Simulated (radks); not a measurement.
Spherical quantum dot in the effective-mass picture: electrons in a hard-walled sphere of radius 8.19, all in effective atomic units (hartree* = m*/eps^2 hartree, bohr* = eps/m* bohr), one dielectric constant everywhere. Calculated with a radial shooting solver with Libxc functionals: non-relativistic Kohn-Sham, LDA (Slater exchange, Perdew-Wang correlation), spin-polarised, spherical densities. Levels are named by radial order and angular momentum (1s, 1p, 1d, 2s, ...), and open shells are averaged over m. Results are scaled to m* = 0.038 and eps = 15.2, for which hartree* = 4.476 meV and bohr* = 21.17 nm.

N = 34, configuration 1s2 1p6 1d10 1f14 1g(up 2, down 0). This is the lowest configuration that the search found. Occupied and some empty levels:

level    occupation  eigenvalue (meV)  <r> (nm)
1s up             1            22.152     133.8
1s down           1            22.184     133.7
1p up             3            22.273     134.7
1p down           3            22.305     134.6
1d up             5            22.507     135.9
1d down           5            22.540     135.8
1f up             7            22.849     137.2
1f down           7            22.883     137.1
1g up             2            23.293     138.5
1g down           0            23.327     138.4
1h up             0            23.834     139.7
1h down           0            23.869     139.7
2s up             0            24.099     81.26
2s down           0            24.106     81.05
2p up             0            24.534     93.30
2p down           0            24.544     93.15
2d up             0            25.113     101.2
2d down           0            25.126     101.1
3s up             0            25.586     76.56
3s down           0            25.595     76.65

Energy (meV): total 403.298, kinetic 62.941, external 0, Hartree 378.18, exchange-correlation -37.820.
